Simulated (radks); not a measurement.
Q: Species: In+. Configuration: [Kr] 4d10 5s2. Method: scalar-relativistic Kohn-Sham, r2SCAN, spin-polarised, spherical densities, finite nucleus; meta-GGA in the generalised Kohn-Sham scheme; Fermi nuclear charge, rms radius 4.6156 fm; computed with a radial shooting solver on a logarithmic mesh with Libxc functionals. Some entries of the table are withheld. Estimate them.

orbital  occ.  eigenvalue (hartree)  r(max) (bohr)
1s          2             -1022.128        0.01922
2s          2             -153.8311         0.1085
2p          6             -137.9913            (1)
3s          2                   (2)         0.3150
3p          6             -24.41392            (3)
3d         10                   (4)         0.2587
4s          2              -4.79425         0.7712
4p          6              -3.23254            (5)
4d         10              -0.98167            (6)
5s          2              -0.55555          2.123

A: 
(1) 2p r(max) (bohr): 0.08694
(2) 3s eigenvalue (hartree): -29.64033
(3) 3p r(max) (bohr): 0.3085
(4) 3d eigenvalue (hartree): -16.31742
(5) 4p r(max) (bohr): 0.8170
(6) 4d r(max) (bohr): 0.9303
